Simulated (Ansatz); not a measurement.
Consider the cleavage of the B–B bond: `BBN` + `OCF` → `NBOCF` + BH₃.

Program: Ansatz. Geometries: PBE0-D4/def2-TZVP. ΔE: electronic, gas phase. CCSD(T)/CBS is the MP2 limit (def2-TZVPP, def2-QZVPP) plus CCSD(T) − MP2 in def2-TZVPP, frozen cores. This one scheme is used for every species. One conformer a species, not always the lowest.

```
species  HF/CBS(def2) energy (Eh)
  `BBN`                -106.77908
  `OCF`                -214.01602
`NBOCF`                -294.44920
    BH₃                 -26.40255
```

**Question.** Work out ΔE.

**Answer.** ΔE = (-294.44920) + (-26.40255) − (-106.77908) − (-214.01602) = -0.05665 Eh = -148.7 kJ/mol. CCSD(T)/CBS gives -130.8 kJ/mol.

Largest T1 diagnostic among the species: 0.013.

In def2-TZVPP, CCSD(T) changes the Hartree–Fock value by +15.0 kJ/mol (the triples alone add +0.7 kJ/mol) and MP2 by +9.2 kJ/mol. From PBE to PBE0 (25 % exact exchange), in def2-TZVPP and without D4, ΔE moves by −7.1 kJ/mol.
